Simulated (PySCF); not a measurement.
# Radial density of Ar²⁺ (argon, charge +2)

PBE0, [Ne] 3s2 3p4, high-spin 3P determinant. Computed with PySCF 2.14 in jorge-DZP-DKH (7s4p1d, 24 functions), with scalar relativity by spin-free X2C-1e.

| r (bohr) | 4πr²ρ (e/bohr) | 4πr²(ρα − ρβ) |
| --- | --- | --- |
| 0.00122 | 0.08668 | 0.0000 |
| 0.00205 | 0.2310 | 0.0000 |
| 0.00344 | 0.5874 | 0.0000 |
| 0.00579 | 1.462 | 0.0000 |
| 0.00974 | 3.467 | 0.0000 |
| 0.0164 | 7.528 | 0.0003 |
| 0.0275 | 14.00 | 0.0026 |
| 0.0463 | 20.09 | 0.0157 |
| 0.0779 | 19.50 | 0.0726 |
| 0.131 | 14.52 | 0.2287 |
| 0.221 | 18.68 | 0.3792 |
| 0.371 | 18.77 | 0.1337 |
| 0.624 | 6.159 | 0.1946 |
| 1.05 | 5.003 | 1.5043 |
| 1.77 | 2.835 | 0.9933 |
| 2.97 | 0.2134 | 0.0722 |
| 4.99 | 0.002132 | 0.0008 |

Densities and radii are taken from the X2C orbitals without a picture-change correction, which distorts them close to the nucleus.
